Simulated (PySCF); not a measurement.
The third ionisation energy along the 4d series

All values are computed (PySCF 2.14, energy differences of UHF-based or UKS calculations, no spin-orbit coupling). Values in eV. The last column holds reference values (NIST; (s) semi-empirical, (t) theoretical, else measured). Unmarked ones compare directly (S terms, centres of terms, or small fine structure); those marked * lie between the lowest fine-structure levels and include a spin-orbit shift.

```csv
element,configurations,UHF,LDA,PBE,MP2 (valence),CCSD (valence),CCSD(T) (valence),reference
"Zr (aug-cc-pVTZ-DK, spin-free X2C)",[Kr] 4d2 → [Kr] 4d1,22.373,23.455,23.445,22.471,22.503,22.503,23.170 (s) *
"Nb (aug-cc-pVTZ-DK, spin-free X2C)",[Kr] 4d3 → [Kr] 4d2,24.212,25.615,25.496,24.522,24.586,24.589,25.04 (s) *
"Mo (aug-cc-pVTZ-DK, spin-free X2C)",[Kr] 4d4 → [Kr] 4d3,26.054,27.655,27.423,26.583,26.646,26.654,27.13 ± 0.12 (s) *
"Tc (aug-cc-pVTZ-DK, spin-free X2C)",[Kr] 4d5 → [Kr] 4d4,28.779,30.171,29.970,29.422,29.459,29.473,29.55 (s) *
"Ru (aug-cc-pVTZ-DK, spin-free X2C)",[Kr] 4d6 → [Kr] 4d5,26.526,28.920,28.649,27.776,27.774,27.819,28.47 (s) *
"Rh (aug-cc-pVTZ-DK, spin-free X2C)",[Kr] 4d7 → [Kr] 4d6,29.337,31.504,31.238,30.686,30.620,30.674,31.06 (s) *
"Pd (aug-cc-pVTZ-DK, spin-free X2C)",[Kr] 4d8 → [Kr] 4d7,31.119,33.596,33.219,32.764,32.602,32.673,32.93 (s) *
```

"Valence" correlates the outer s and p shells and, in groups 3 to 12 and the f block, the outer d or f shell, open or full, or the next shell where the ion has no valence electron left; the wider scheme adds the next inner shell.
